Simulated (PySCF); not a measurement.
Correlation energy of F²⁺ (fluorine, charge +2)

[He] 2s2 2p2 3s1, high-spin 4P determinant (an excited configuration). Computed with PySCF 2.14 in aug-cc-pVDZ-DK (4s3p2d, 23 functions), with scalar relativity by spin-free X2C-1e. Frozen: 1s2; 5 electrons correlated.

```tsv
level	correlation energy (mhartree)
CCSD	-93.44
(T)	-1.00
CCSD(T)	-94.44
CCSDT	-94.66
```

Diagnostics: T1 = 0.0051, D1 = 0.0121, largest double amplitude 0.119.

The outer electron is Rydberg-like, and this basis confines it to a smaller radius and binds it less than a complete one would.

Cost of the coupled-cluster step: roughly 0.5 core-seconds, for 5 correlated electrons.
